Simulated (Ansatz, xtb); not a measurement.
Relaxing a trial structure of CH6SnZn

The starting geometry of this gas-phase singlet has its atoms placed at random.

```xyz
9

C     0.0201   -0.4010   -1.8362
Sn   -2.0249   -0.2923   -1.0423
Zn    0.1920   -0.3078    0.2348
H    -0.8147   -1.6373   -1.1016
H    -0.4060    0.8953    0.0414
H     0.4895   -0.7627    1.6081
H    -1.0950   -0.3702    1.8625
H     0.3856    0.7561    1.0470
H     1.5369    0.6912   -0.0374
```

Question: One run relaxed it with r2SCAN-D4/def2-SVP. What is a likely outcome?

Answer: It loosens into CH2SnZn + H2 + H2, which stay close as a complex. Distances that change by over a tenth: Sn2–Zn3 (2.56 → 3.29 Å). Contacts that open: Sn2–H4 (1.81 → 2.83 Å), Zn3–H5 (1.36 → 3.16 Å), Zn3–H6 (1.48 → 3.44 Å), Zn3–H8 (1.35 → 2.66 Å). Contacts that close: C1–H4 (1.66 → 1.10 Å), H5–H8 (1.29 → 0.76 Å), H6–H7 (1.65 → 0.76 Å).

The energy falls by 10.17 eV over 38 steps:

```tsv
step	E − E(last) (eV)
1	10.166
5	3.311
9	0.196
13	0.020
17	0.007
22	0.006
26	0.003
30	0.001
34	0.000
38	0.000
```

Final geometry (Å):

```yaml
atoms:
  - { symbol: C, position_ang: [-0.7713, -0.9413, -0.9959] }
  - { symbol: Sn, position_ang: [-2.3222, 0.2345, -1.3813] }
  - { symbol: Zn, position_ang: [0.7208, -0.0918, -0.1674] }
  - { symbol: H, position_ang: [-0.6262, -2.0202, -1.1774] }
  - { symbol: H, position_ang: [-0.6515, 2.7516, -0.1563] }
  - { symbol: H, position_ang: [0.1602, -2.3722, 2.3519] }
  - { symbol: H, position_ang: [-0.1609, -2.0577, 1.7378] }
  - { symbol: H, position_ang: [0.0148, 2.4620, 0.0751] }
  - { symbol: H, position_ang: [1.9196, 0.6066, 0.4899] }
```

From the same start GFN2-xTB reaches the same bonding as this run.

From so rough a start the end depends on the optimiser's path, so another program may land elsewhere. No frequencies were run, so the end isn't proven a minimum. Atoms past krypton carry core potentials, without spin–orbit terms. Run with Ansatz 0.2.0, 2.2 min on 2 threads of Intel(R) Xeon(R) Platinum 8259CL CPU @ 2.50GHz (Skylake/Cascade Lake), on a shared host.
